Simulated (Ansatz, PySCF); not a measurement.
HP2, SMILES P#[PH+], charge +1. Atoms are numbered in the order given.

```xyz
3

P      0.0000     0.0000    -1.0150
P      0.0000     0.0000     0.8562
H      0.0000     0.0000     2.2716
```
Charge +1, spin multiplicity 1.

The structure is a stationary point at TPSSh-D3(BJ)/def2-TZVPD. The isomer is the one that the SMILES or the coordinates give; other isomers of the formula were not compared.

Two levels are set side by side: PBE-D3(BJ)/def2-TZVPD (Ansatz, a program for electronic structure) and TPSSh-D3(BJ)/def2-TZVPD (PySCF). Each level has its own optimised geometry; the coordinates shown are those of the second. Frequencies come from the Hessian of PySCF at each geometry. Differences are taken from unrounded values.

```csv
quantity,TPSSh-D3(BJ)
mean bond length (Å),1.643
bond P1–P2 (Å),1.871
bond P2–H3 (Å),1.415
highest harmonic wavenumber (cm⁻¹),2409
mean harmonic wavenumber (cm⁻¹),876
zero-point energy (kcal/mol),5.01
```

### Question
What does PBE-D3(BJ) give, and how far is it from TPSSh-D3(BJ)? (The exact figures need the calculation; the answer reports its results.)

### Answer

```tsv
quantity	PBE-D3(BJ)	PBE-D3(BJ) minus TPSSh-D3(BJ)
mean bond length (Å)	1.660	0.016
bond P1–P2 (Å)	1.888	0.017
bond P2–H3 (Å)	1.431	0.016
highest harmonic wavenumber (cm⁻¹)	2317	-92
mean harmonic wavenumber (cm⁻¹)	833	-43
zero-point energy (kcal/mol)	4.77	-0.24
```

Exact exchange shortens and stiffens bonds; PBE has none. Differences between two approximate levels are no errors against the true value.
